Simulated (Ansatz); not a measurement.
`C[S][SnH2][Cl]` + HI → `[Cl][SnH2][I]` + CH₃SH at 600 K and 1 bar (ligand exchange at the Sn–S bond).

Program: Ansatz. Geometries: PBE0-D4/def2-TZVP. ΔE: electronic, gas phase. CBS: MP2 limit from def2 TZ/QZ plus the TZ coupled-cluster correction, frozen cores. This one scheme is used for every species. Elements past krypton have def2 core potentials. For I, Sn outer-core shells are correlated without core-valence functions, which leaves a few kJ/mol of doubt a bond. Each species was taken in one conformer, which may not be the lowest.

| species | CCSD(T)/CBS energy (Eh) | H − E (kJ/mol) | S (J/(mol·K)) |
| --- | --- | --- | --- |
| `C[S][SnH2][Cl]` | -1112.69775 | 201.5 | 458.6 |
| HI | -298.03592 | 31.6 | 227.0 |
| `[Cl][SnH2][I]` | -972.52417 | 82.3 | 397.8 |
| CH₃SH | -438.22835 | 152.3 | 296.8 |

H − E and S are ideal-gas, rigid-rotor, harmonic terms from PBE0-D4/def2-TZVP, for one conformer and one mirror image of each species. 1 Eh = 2625.50 kJ/mol, R = 8.31446 J/(mol·K).

Question: By hand: ΔE, ΔH, ΔS and ΔG.

Answer: ΔE = (-972.52417) + (-438.22835) − (-1112.69775) − (-298.03592) = -0.01885 Eh = -49.5 kJ/mol. Δ(H − E) = 82.3 + 152.3 − 201.5 − 31.6 = 1.5, so ΔH = -48.0 kJ/mol. ΔS = 397.8 + 296.8 − 458.6 − 227.0 = 9.0 J/(mol·K). ΔG = -48.0 − 600 × (9.0)/1000 = -53.4 kJ/mol.

Question: By hand: the equilibrium constant, and the temperature at which ΔG would vanish if ΔH and ΔS stayed fixed.

Answer: log₁₀ K = −ΔG/(RT ln 10) = 4.6. ΔH and −TΔS have one sign here, so there is no such temperature.

The number of gas molecules stays the same, so ΔS is small and ΔH decides. A doubt of 5 kJ/mol in ΔE shifts log₁₀ K by 0.4 here. Other conformers and mirror images would add mixing entropy, several J/(mol·K) or more a flexible species. Modes under 60 cm⁻¹, often nearly free rotors, make the harmonic entropy too high. These are equilibria of isolated gas molecules and say nothing of rates. Largest T1 diagnostic: 0.012 (customary marks: 0.02 for closed shells, 0.045 for open ones).

ΔS is within the doubt of such terms, so its sign, and with it that verdict, could turn.
